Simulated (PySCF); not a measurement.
Excitation energy of Yb by level of theory

Yb [Xe] 4f14 6s2 (1S) → Yb [Xe] 4f14 5d2 (3F), as a difference of total energies. Computed with PySCF 2.14 in cc-pVTZ-X2C (10s9p7d5f3g1h, 145 functions), with the spin-free X2C one-electron Hamiltonian (Gaussian nucleus). The calculations carry no spin-orbit coupling.

```
 method  excitation energy (eV)
    UHF                   5.945
    M06                   6.343
   PW91                   5.732
r2SCAN0                   5.664
```
